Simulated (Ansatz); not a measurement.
Question: Name a neutral molecule of Al, Br, F, S and H with HOMO energy (B3LYP/def2-TZVPP) between -8.15 and -7.85 eV and HOMO energy (ωB97M-V/def2-TZVPP) between -10.70 and -10.40 eV (Ansatz, PBE0-D4/def2-TZVP geometry).

Answer: `[F][Al]([SH])[Br]` (-8.01 eV, -10.46 eV). Other molecules can fit too; these were computed, each in one conformer that needn't be the lowest.

B3LYP here is the variant with VWN-RPA as its local correlation; programs differ in this.
